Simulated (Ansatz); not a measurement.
Species: sum formula BNH₆ (charge +1, doublet). 
Geometry from a B3LYP-D3(BJ)/def2-TZVP (Ansatz, an electronic-structure program) optimisation:
```xyz
8

B     -0.8071     0.2336    -0.0426
N      0.7079    -0.1119     0.0126
H     -1.5421    -0.7485    -0.3738
H     -1.1305     1.3253    -0.3255
H     -1.5145    -0.4451     0.7657
H      0.9228    -1.0794     0.2650
H      1.1913     0.4918     0.6866
H      1.1531     0.0711    -0.8932
```
Charge +1, spin multiplicity 2.

Basis-set convergence of Hartree-Fock and MP2 correlation energies (hartree) with Ansatz. Cores are frozen in the correlated levels unless marked. Open shells are spin-unrestricted. Spin-orbit coupling is left out. No relativistic terms.

| basis | functions | E(HF) | E(corr, MP2) |
|---|---|---|---|
| cc-pVDZ | - | -82.31707 | -0.27416 |
| cc-pVTZ | 144 | [?] | [?] |

Question: What belongs in the gaps?

Answer: 
- cc-pVTZ, E(HF): -82.34474
- cc-pVTZ, E(corr, MP2): -0.33713
